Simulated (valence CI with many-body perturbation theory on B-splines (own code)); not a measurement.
Se XXII in brief

Level of theory: relativistic CI+MBPT: three valence electrons over a frozen Dirac-Fock core [Ne], radial functions for each j: 9 s, 9 p, 8 d, 6 f, 3 g, 1 h, with the one-electron correlation potential Σ1, the two-electron term Σ2, the three-electron term Σ3, Breit, model QED; selected CI, second order for the rest, scaled by the run's own slope (own B-spline code, finite nucleus).

No measured spectrum was set against this ion. As an estimate, levels of excited configurations hold to 0.05 to 0.15 % of their energy, terms of the ground configuration to about 0.5 %.

Names give the largest LS component (configuration and term), which can be under half, so a name can repeat, a term be missing and a line seem to break the LS rules; names also repeat where a configuration has a term twice.

Rates and lifetimes use the calculated energies. Strong lines usually hold to 10 to 20 %, long lifetimes can be off by a factor of two.

**Question.** What is the ground level?

**Answer.** 3s²3p ²P°_1/2, composition 98 % 3s²3p ²P°, g = 0.663.

**Question.** What are the static dipole polarisabilities of the lowest levels?

**Answer.** 3s²3p ²P°_1/2 0.0972; 3s²3p ²P°_3/2 0.0996 (tensor 0.010) bohr³, of which the core gives 0.00157.

**Question.** Name the longest-lived excited levels whose lifetime is computed, and their main decay.

**Answer.** 3s²3p ²P°_3/2 at 9.13 eV lives 278 μs, mostly by M1 to 3s²3p ²P°_1/2. The lifetime of 3s3p3d ⁴F°_9/2 is too uncertain to give, and may be longer.

**Question.** How well does LS coupling describe the low levels?

**Answer.** Among the lowest 20 levels the leading LS term, summed over configurations, holds 87 % on average. For single configurations the figures are 79 % in LS and 73 % in jj coupling. Terms mix most in the J = 1/2 level at 82.54 eV, where the leading one holds 56 %.

**Question.** Among levels below 154.65 eV, which E1 lines absorb most strongly from the ground level?

**Answer.** to 3s²3d ²D_3/2 at 13.16 nm, f = 0.312; to 3s3p² ²P_1/2 at 16.88 nm, f = 0.230; to 3s3p² ²P_3/2 at 14.76 nm, f = 0.133.

**Question.** Where does the other parity begin?

**Answer.** At 3s3p² ⁴P_1/2, 46.06 eV.

**Question.** What is the ionisation energy?

**Answer.** 893.78 eV; NIST lists 887 ± 4 eV (semi-empirical).
